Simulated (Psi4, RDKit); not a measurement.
Internal rotation in SMILES c1csc([SiH2]CCC)c1. Scanned: dihedral C1–C2–C3–Si4; all other coordinates were relaxed at GFN2-xTB. Points at φ and −φ are mirror images. Heavy atoms are numbered in the order of the SMILES CCC[SiH2]c1cccs1, hydrogens after them in the order of the atoms that carry them; the mirror image has the same energies with the sign of each dihedral reversed.

- MMFF94 // GFN2-xTB (RDKit)
- PBE-D3(BJ)/def2-SVP // GFN2-xTB (Psi4)

Energies relative to the lowest point of each profile, in mEh:

```
φ / °  MMFF94
-----  ------
-160      1.5
-140      4.5
-120      5.8
-100      3.9
-20      12.1
0        14.1
20       12.1
40        7.5
80        1.6
140       4.5
160       1.5
180       0.0
```

**Question.** What does PBE-D3(BJ)/def2-SVP give at the same points?

**Answer.** -160: 1.0; -140: 3.2; -120: 4.5; -100: 3.2; -20: 4.8; 0: 6.4; 20: 4.8; 40: 2.2; 80: 1.4; 140: 3.2; 160: 1.0; 180: 0.0 (mEh).

MMFF94 has few fitted parameters for silicon.
